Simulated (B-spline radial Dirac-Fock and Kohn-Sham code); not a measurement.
# Elastic scattering of 7.77 keV electrons by atomic tungsten

Method: relativistic (Dirac) partial waves in the static field of the Dirac-Fock atom with Furness-McCarthy exchange, without polarisation or absorption potentials. Computed with a B-spline atomic structure program.

Input file task.json (cfg lists n, l and occupation; rrms is the nuclear radius in fm):

```json
{"items": [{
  "Z": 74,
  "q": 0,
  "cfg": [[1, 0, 2], [2, 0, 2], [2, 1, 6], [3, 0, 2], [3, 1, 6], [3, 2, 10], [4, 0, 2], [4, 1, 6], [4, 2, 10], [4, 3, 14], [5, 0, 2], [5, 1, 6], [5, 2, 4], [6, 0, 2]],
  "A": 184,
  "rrms": 5.3658,
  "do": "elastic",
  "energies": [[7770.0, 0]],
  "theta": [0, 10, 20, 30, 40, 50, 60, 70, 80, 90, 100, 110, 120, 130, 140, 150, 160, 170, 180]
}]}
```

Launch: `python xray2_run.py task.json out`

```
θ (°)  dσ/dΩ (Å²/sr)  Sherman function
    0           93.1             0.000
   10           1.09             0.001
   20          0.145             0.004
   30         0.0496            -0.008
   40         0.0229            -0.025
   50         0.0127            -0.014
   60        0.00786             0.038
   70        0.00517             0.103
   80        0.00358             0.136
   90        0.00267             0.091
  100        0.00225            -0.032
  110        0.00224            -0.160
  120        0.00254            -0.220
  130        0.00305            -0.214
  140        0.00367            -0.175
  150        0.00428            -0.128
  160        0.00478            -0.082
  170        0.00512            -0.040
  180        0.00523             0.000
```

The total elastic cross section is 0.989 Å², the first transport cross section 0.0599 Å² and the second, weighted with (3/2) sin²θ, 0.0902 Å². The mean deflection is ⟨1 − cos θ⟩ = 0.0606, and 1.9 % of the collisions scatter beyond 90°.

On this grid of angles the cross section has a minimum near 110°.
